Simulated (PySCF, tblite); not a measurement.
Calculations on `CC#Cc1ccc[n+]([AlH3-])c1`, in the order of a workflow; each names the level of the geometry that it ran on. Settings lines and outputs come from a driver script.

Compound: C8H10AlN.
SMILES with atom numbers: `[CH3:1][C:2]#[C:3][c:4]1[cH:5][cH:6][cH:7][n+:8]([AlH3-:9])[cH:10]1` (hydrogens: H11, H12, H13 on C1; H14 on C5; H15 on C6; H16 on C7; H17, H18, H19 on Al9; H20 on C10)

Step 1: GFN2-xTB geometry optimisation, gas phase (tblite 0.8.0) (from a force-field or distance-geometry start)
```json
{"job": {"kind": "relax", "xc": "GFN2-xTB", "basis": "xTB"}, "charge": 0, "multiplicity": 1}
```
```
step      E/eV     max force
  0    -712.05271    2.901
  1    -712.13043    6.493
  2    -712.38717    1.339
...
113    -712.67404    0.013
114    -712.67405    0.010
115    -712.67407    0.016
116    -712.67408    0.016
117    -712.67409    0.008
```

Energy lowered by 14.3 kcal/mol over 117 steps; largest atomic force 0.008 eV/Å at the end. «max force» is the largest atomic force in eV/Å.

Step 2: GFN2-xTB harmonic vibrations, gas phase (tblite 0.8.0) (on the GFN2-xTB geometry)
```json
{"job": {"kind": "ir", "xc": "GFN2-xTB", "basis": "xTB"}, "charge": 0, "multiplicity": 1}
```
```
(table of modes left out)
```

54 modes from 4 to 3106 cm⁻¹ (unscaled, harmonic); zero-point energy 88.9 kcal/mol; all wavenumbers are real at this level.

Step 3: PBE0-D3(BJ)/def2-SVP geometry optimisation, gas phase (PySCF 2.14.0) (from the GFN2-xTB geometry)
```json
{"job": {"xc": "PBE0", "basis": "def2-SVP", "d3": "d3bj", "grid": 1, "shake": 0.01, "kind": "geom"}, "charge": 0, "multiplicity": 1}
```
```
step   0  E = -607.10817693  max force = 0.064514
step   1  E = -607.11900094  max force = 0.014653
step   2  E = -607.12035523  max force = 0.004691
step   3  E = -607.12046116  max force = 0.003715
step   4  E = -607.12053558  max force = 0.002066
step   5  E = -607.12053390  max force = 0.002580
step   6  E = -607.12056730  max force = 0.001199
step   7  E = -607.12057801  max force = 0.000196
optimisation converged
```

Final energy -607.12058 Eh after 7 steps; dipole 8.11 D. Energies in Eh; «max force» is the largest Cartesian gradient component in Eh/bohr.

Step 4: TDDFT B3LYP/def2-SVPD, vertical, gas phase, core orbitals frozen in the response (PySCF 2.14.0, density-fitted response routines) (on the PBE0-D3(BJ)/def2-SVP geometry)
```json
{"job": {"kind": "uv", "xc": "B3LYP", "basis": "def2-SVPD", "ip": true}, "charge": 0, "multiplicity": 1}
```
```
...
Static polarisability (au): isotropic 143.683, principal 89.098 135.188 206.762
Singlet excitations
state   eV       nm        f      main configurations
  1   3.8052    325.8   0.04661   H->L 0.98
  2   3.8820    319.4   0.00078   H-1->L 0.99
  3   4.1140    301.4   0.00168   H->L+1 0.96
  4   4.2914    288.9   0.00099   H-1->L+1 0.99
  5   4.5155    274.6   0.09777   H-2->L 0.79, H-2->L+1 0.12
  6   4.6669    265.7   0.00009   H-3->L 0.89, H-3->L+1 0.10
  7   4.9472    250.6   0.32002   H-2->L+1 0.77, H-2->L 0.13
  8   5.0852    243.8   0.00102   H-3->L+1 0.88, H-3->L 0.10
  9   5.5075    225.1   0.00206   H-4->L 0.95
 10   5.8793    210.9   0.00000   H-4->L+1 0.96
Triplet excitations (Tamm-Dancoff, eV): 3.3882 3.6587 3.8394 3.8571
Vertical ionisation energy (delta-SCF) = 9.2540 eV
Vertical electron affinity (delta-SCF) = 0.6350 eV
```

HOMO -6.83 eV, LUMO -2.39 eV; lowest singlet 3.81 eV; lowest triplet 3.39 eV (Tamm–Dancoff); mean polarisability 143.7 au.

Which step took the most CPU time, and about what did each take on Arm Neoverse N1, one thread, shared host?

Step 4, about 78 % of the total. CPU time by step: 1: 1.8 s, 2: 1.6 s, 3: 4.5 min, 4: 16 min.

Geometry of the electronic-property runs (PBE0-D3(BJ)/def2-SVP):
```
atom  x, y, z in Å
C1     4.2481   -0.8255    0.9326
C2     2.9252   -0.4049    0.5129
C3     1.8142   -0.0595    0.1651
C4     0.5081    0.3417   -0.2369
C5     0.2928    1.4285   -1.1019
C6    -1.0041    1.7718   -1.4592
C7    -2.0637    1.0299   -0.9501
N8    -1.8623   -0.0048   -0.1254
Al9   -3.4495   -1.0749    0.6282
C10   -0.6214   -0.3464    0.2259
H11    4.4248   -1.8812    0.6737
H12    4.3654   -0.7223    2.0227
H13    5.0290   -0.2205    0.4472
H14    1.1483    1.9893   -1.4832
H15   -1.2011    2.6099   -2.1294
H16   -3.1063    1.2490   -1.1940
H17   -3.0691   -2.5552    0.1286
H18   -4.6427   -0.3051   -0.1301
H19   -3.2679   -0.8041    2.2029
H20   -0.5184   -1.2005    0.9005
```

 (This holds for the electronic-property runs.)
